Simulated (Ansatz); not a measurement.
`[BH]1[AlH][O][GeH2]1`, 8 atoms. Total charge 0; spin multiplicity 1. Correlated methods include outer-core shells of Ge, which these sets cover unevenly. Scalar relativity is left out up to krypton. All runs use 2 threads of an AMD EPYC 9R45 on a shared host. Correlated methods freeze the cores.

(1) Give the basis size and wall time and peak host memory of each of these runs in Ansatz. RKS PBE0-D4/def2-SVP energy; direct RPA on PBE orbitals/def2-TZVPP energy; RKS ωB97M-V/def2-QZVPP energy; RKS CAM-B3LYP-D4/def2-TZVPP energy; RHF-CCSD(T)/def2-TZVPP energy; RKS PBE0-D4/def2-TZVP frequencies; RKS PBE0-D4/def2-TZVPP energy; RKS PBE0-D4/def2-TZVP relaxation (8 steps); RKS ωB97M-V/def2-SVP energy; RKS BLYP-D4/def2-TZVPP energy; RHF-CCSD(T)/def2-SVP energy; RKS PBE-QIDH (frozen core)/def2-TZVPP energy. (Estimate.)

Answers

(1) Ansatz gave: Other jobs shared the machine, so times are rough.

```tsv
level	job	functions	wall time	peak host memory (GiB)
RKS PBE0-D4/def2-SVP	energy	98	0.8 s	0.21
RKS BLYP-D4/def2-TZVPP	energy	208	1.2 s	0.27
RKS PBE0-D4/def2-TZVPP	energy	208	1.6 s	0.51
RKS CAM-B3LYP-D4/def2-TZVPP	energy	208	2 s	0.57
RHF-CCSD(T)/def2-SVP	energy	98	2.6 s	0.36
RKS ωB97M-V/def2-SVP	energy	98	2.8 s	0.32
RKS PBE-QIDH (frozen core)/def2-TZVPP	energy	208	3.1 s	0.52
direct RPA on PBE orbitals/def2-TZVPP	energy	208	3.1 s	0.49
RKS ωB97M-V/def2-QZVPP	energy	393	11 s	1.5
RKS PBE0-D4/def2-TZVP	relaxation (8 steps)	171	17 s	0.45
RHF-CCSD(T)/def2-TZVPP	energy	208	37 s	2.7
RKS PBE0-D4/def2-TZVP	frequencies	171	62 s	0.44
```
